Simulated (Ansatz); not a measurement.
Consider the redistribution: `[OH][Ga]([Cl])[Cl]` + `CBCC` → `[CH3][Ga]([Cl])[Cl]` + `CBCO`.

Computed with Ansatz on PBE0-D4/def2-TZVP structures; ΔE is electronic, products minus reactants. CCSD(T)/CBS adds triple-zeta CCSD(T) − MP2 to the extrapolated MP2 energy (def2 sets, frozen cores). DFT in def2-TZVPP. For Ga outer-core shells are correlated without core-valence functions, which leaves a few kJ/mol of doubt a bond. Scalar relativity is left out up to krypton. One conformer a species, not always the lowest.

```
              species  revPBE-D4 energy (Eh)
 `[OH][Ga]([Cl])[Cl]`            -2920.96213
               `CBCC`             -144.61098
`[CH3][Ga]([Cl])[Cl]`            -2885.02497
               `CBCO`             -180.51391
```

Question: Work out ΔE.

Answer: ΔE = (-2885.02497) + (-180.51391) − (-2920.96213) − (-144.61098) = 0.03423 Eh = +21.5 kcal/mol. CCSD(T)/CBS gives +23.2 kcal/mol.

Largest T1 diagnostic among the species: 0.012.

At CCSD(T), def2-SVP lies +3.5 kcal/mol from the extrapolated value and def2-TZVPP +1.2 kcal/mol. Leaving LDA and LC-ωPBE aside and taking each functional with its dispersion term where it has one, the values, not all of them listed here, spread over 3.1 kcal/mol, from PBE-D4 to PBE-QIDH. From BLYP to BHLYP (50 % exact exchange), in def2-TZVPP and without D4, ΔE moves by +1.9 kcal/mol.
